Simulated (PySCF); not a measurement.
# Mg₂F₄, singlet: computed properties

Computed with PBE0 in PySCF with Mg def2-TZVP, F def2-TZVP; no relativity; density-fitted integrals.

The structure is a minimum.

- Point group: D2h
- Bond lengths: Mg–F 1.748 Å (×2), Mg–F 1.898 Å (×4)
- Bond angles: F–Mg–F 81.9° (×2), F–Mg–F 139.1° (×4), Mg–F–Mg 98.1° (×2)
- Zero-point energy: 26.2 kJ/mol
- Dipole moment: 0.00 D
- Enthalpy at 298.15 K above 0 K: 23.09 kJ/mol
- Heat capacity Cp at 298.15 K: 108.2 J/(mol K)
- Rotational constants: 0.287, 0.03487, 0.03109 cm⁻¹
- Highest occupied level: -9.99 eV
- Principal quadrupole moments (Buckingham, traceless) about the centre of mass: -34.12, 9.96, 24.16 D Å
- Atomisation energy without zero-point energy: 2214 kJ/mol
- Principal polarisabilities: 25.0, 25.6, 33.5 bohr³
- Rotational symmetry number: 4
- Lowest empty level: -1.91 eV
- Entropy at 298.15 K and 1 bar: 361.8 J/(mol K)

Harmonic modes (masses in u: Mg 23.985, F 18.998):
```json
{"symmetry": "b3u", "ω (cm⁻¹)": "48", "IR (km/mol)": "33.2", "μ (u)": "19.27"}
{"symmetry": "b2u", "ω (cm⁻¹)": "99", "IR (km/mol)": "60.3", "μ (u)": "19.56"}
{"symmetry": "b2g", "ω (cm⁻¹)": "132", "IR (km/mol)": "0.0", "μ (u)": "22.77"}
{"symmetry": "b3g", "ω (cm⁻¹)": "144", "IR (km/mol)": "0.0", "μ (u)": "21.14"}
{"symmetry": "ag", "ω (cm⁻¹)": "254", "IR (km/mol)": "0.0", "μ (u)": "20.67"}
{"symmetry": "b3u", "ω (cm⁻¹)": "266", "IR (km/mol)": "197", "μ (u)": "21.43"}
{"symmetry": "b3g", "ω (cm⁻¹)": "432", "IR (km/mol)": "0.0", "μ (u)": "20.40"}
{"symmetry": "b1u", "ω (cm⁻¹)": "454", "IR (km/mol)": "45.5", "μ (u)": "19.22"}
{"symmetry": "ag", "ω (cm⁻¹)": "484", "IR (km/mol)": "0.0", "μ (u)": "19.05"}
{"symmetry": "b2u", "ω (cm⁻¹)": "494", "IR (km/mol)": "230", "μ (u)": "21.08"}
{"symmetry": "b1u", "ω (cm⁻¹)": "774", "IR (km/mol)": "354", "μ (u)": "21.49"}
{"symmetry": "ag", "ω (cm⁻¹)": "798", "IR (km/mol)": "0.0", "μ (u)": "21.70"}
```

In D2h the vibrations span 2b3u + 2b2u + b2g + 2b3g + 3ag + 2b1u. The ag, b2g, b3g modes carry no infrared intensity, as symmetry demands. With a centre of inversion only u modes can be infrared active and only g modes Raman active.

Charges (e):
```tsv
atom	Mulliken	Löwdin	polar tensor	Mayer order to Mg1
Mg1	1.18	0.61	1.51	–
Mg2	1.18	0.61	1.51	-0.06
F3,4	-0.60	-0.24	-0.76	0.36
F5	-0.58	-0.36	-0.75	0.81
F6	-0.58	-0.36	-0.75	-0.04
```
Other Mayer orders above 0.3: Mg–F 0.36 (×2), Mg–F 0.81.

Mulliken populations on Mg1: s 4.31, p 6.25, d 0.26.

Other isomers or separated fragments may lie lower.

The final relaxation and frequency run took 77 s on 4 threads of a shared Arm Neoverse V2 host, with 188 basis functions and 17 gradients; the process peaked at 2.4 GiB. Launch command: `OMP_NUM_THREADS=4 python axn.py task.json out`.
